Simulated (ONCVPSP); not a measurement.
# As (Z = 33), ONCV: configuration errors across variants

```json
{"Element": "As (Z = 33)", "Generator": "ONCVPSP 4.0.1", "Type": "optimised norm-conserving Vanderbilt (ONCV)", "Functional": "PBE", "Relativity": "scalar-relativistic", "Frozen core": "[Ar]", "Valence charge": "15", "Reference configuration": "3d10 4s1.75 4p3.25", "Partial waves": "4s: rc 1.75 bohr, ncon 4, nbas 9, qcut 3.3 1/bohr, 3 projectors, debl 3.3 Ha; 4p: rc 1.75 bohr, ncon 4, nbas 7, qcut 5.6 1/bohr, 1 projector; 3d: rc 0.70 bohr, ncon 5, nbas 10, qcut 25.3 1/bohr, 3 projectors, debl 2.8 Ha", "Local potential": "polynomial inside 0.70 bohr (lpopt 2, dvloc0 3 Ha)", "Core correction": "Teter function, fcfact 2.75, rcfact 1.25"}
```

All-electron excitation energies from the reference (eV): (1) 3d10 4s2 4p3 -2.332; (2) 3d10 4s2 4p2 6.817; (3) 3d10 4s2 4p1 24.735; (4) 3d10 4s1 4p4 7.085.

1 further variants failed, have other tests or another functional or relativity, and are left out.

A true bound ghost makes a file unfit for plane-wave use even where its test errors are small: the radial tests pick states by their node count and pass the ghost by.

Errors AE − PS in meV (a dash: test not solved or not reliable):

```tsv
change	(1)	(2)	(3)	(4)	bound ghosts	GHOST(+) flags above zero
base	-0.2	-0.8	+2.4	-4.3	none	s, p
p: rc 2.2	-0.1	-0.7	+1.4	-2.9	none	s, p
s: qcut 2.2; p: qcut 3.7; d: qcut 16.8	-0.4	-1.1	+2.6	-6.5	none	s, p, d
s: ncon 5, nbas 10	+0.1	-0.4	+2.6	-1.7	none	s, p
p: qcut 7.5	-0.2	-0.8	+2.3	-4.4	none	s, p
all radii but the core radius scaled by about 1.26 (s 2.20, p 2.20, d 0.88 bohr); local potential polynomial inside 0.88 bohr (lpopt 2, dvloc0 3 Ha)	-1.7	-1.8	+5.8	-18	none	s
local potential polynomial inside 0.65 bohr (lpopt 5, dvloc0 0 Ha)	-0.3	-2.3	-4.5	-5.6	s, p	none
s: qcut 4.6	+0.2	+0.1	+4.0	-0.7	none	s, p
```

Task: Give the same row for: core correction Teter function, fcfact 2.75, rcfact 1.6.

Result: -0.3, -0.9, +0.1, -5.0; bound ghosts: none; GHOST(+) flags above zero: s, p.
